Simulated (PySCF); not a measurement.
Gas-phase reaction: C2HF5 + 3 CH3Cl = CCl3F + 3 H2 + 2 CH2CF2

Energies from PySCF, thermal terms from the rigid-rotor harmonic-oscillator model, ideal gas at 1 bar. † marks an energy on the PBE0/def2-TZVP geometry and frequencies; other levels use their own. 6-31G* has spherical d functions here. All species are closed-shell singlets. B3LYP is the form with VWN-RPA correlation.

| level | ΔH°(298 K), kJ |
|---|---|
| B3LYP/def2-TZVP† | 355 |
| BLYP/def2-TZVP† | 306 |
| HF/6-31G* | 500 |
| HF/def2-TZVP† | 443 |
| PBE/def2-SVP | ___ |
| PBE0/def2-QZVP† | ___ |
| r2SCAN/def2-TZVP† | ___ |

Q: What belongs in the gaps?

A: 
- PBE/def2-SVP, ΔH°(298 K), kJ: 346
- PBE0/def2-QZVP†, ΔH°(298 K), kJ: 392
- r2SCAN/def2-TZVP†, ΔH°(298 K), kJ: 357
